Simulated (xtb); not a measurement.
H9PSi3, SMILES [SiH3]P([SiH3])[SiH3]. All values are semi-empirical tight-binding results from xtb (GFN2-xTB unless named), good for trends rather than for accurate numbers. Geometry: GFN2-xTB.

Optimised geometry:

```xyz
13

Si    -0.7343     1.8252    -0.4112
P      0.1812    -0.1745    -0.7343
Si     1.8718    -0.1630     0.7084
Si    -1.2744    -1.5305     0.2574
H      0.2290     2.8111    -0.8951
H     -1.0412     2.0888     0.9979
H     -1.9669     1.8554    -1.1947
H      2.8188     0.8461     0.2407
H      2.4588    -1.5003     0.6774
H      1.4491     0.1562     2.0754
H     -0.6819    -2.8656     0.2430
H     -2.5015    -1.4826    -0.5336
H     -1.5652    -1.1371     1.6395
```
Charge 0, spin multiplicity 1.

**Question.** Estimate the properties. (Estimate from the structure and the level; the computed values follow.)

**Answer.** 
```json
{
 "point_group_as_xtb_finds_it": "C3v",
 "orbital_gap": "4.21 eV",
 "zero_point_energy": "46.2 kcal/mol",
 "G − E(el) at 298.15 K (modified RRHO)": "24.7 kcal/mol",
 "static polarisability (D4 model)": "113.4 bohr³",
 "solvation energy, GFN2-xTB/ALPB(water)": "-0.8 kcal/mol",
 "solvation energy, GFN2-xTB/ALPB(dmso)": "-3.9 kcal/mol"
}
```

Computed atomic charges and the Wiberg bond orders between heavy atoms:
charges (e) Si1 0.47, P2 -0.67, Si3 0.47, Si4 0.47, H5 -0.08, H6 -0.09, H7 -0.08, H8 -0.08, H9 -0.08, H10 -0.09, H11 -0.08, H12 -0.08, H13 -0.09. Bond orders Si1–P2 0.94, P2–Si3 0.94, P2–Si4 0.94.
